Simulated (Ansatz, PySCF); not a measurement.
Molecule: BI, charge 0, multiplicity 1. 
Structure (B3LYP-D3(BJ)/def2-TZVP (Ansatz, a quantum-chemistry and plane-wave program) minimum search):
```
B
I 1 2.1421
```
Charge 0, spin multiplicity 1.

Dipole moments at this geometry, in debye (magnitudes).

```json
[
 {"level": "PBE/def2-TZVPD", "program": "Ansatz", "dipole (D)": "1.49"},
 {"level": "BLYP/def2-TZVPD", "program": "Ansatz", "dipole (D)": "1.49"},
 {"level": "revPBE/def2-TZVPD", "program": "Ansatz", "dipole (D)": "1.47"},
 {"level": "BP86/def2-TZVPD", "program": "PySCF", "dipole (D)": "1.45"},
 {"level": "M06-L/def2-TZVPD", "program": "PySCF", "dipole (D)": "1.71"},
 {"level": "PBE0/def2-TZVPD", "program": "Ansatz", "dipole (D)": "1.32"},
 {"level": "r2SCAN0/def2-TZVPD", "program": "Ansatz", "dipole (D)": "1.27"},
 {"level": "wB97M-V/def2-TZVPD", "program": "Ansatz", "dipole (D)": "1.16"},
 {"level": "wB97X-V/def2-TZVPD", "program": "Ansatz", "dipole (D)": "1.26"},
 {"level": "CCSD(T)/def2-SVPD", "program": "Ansatz", "dipole (D)": "1.34"}
]
```
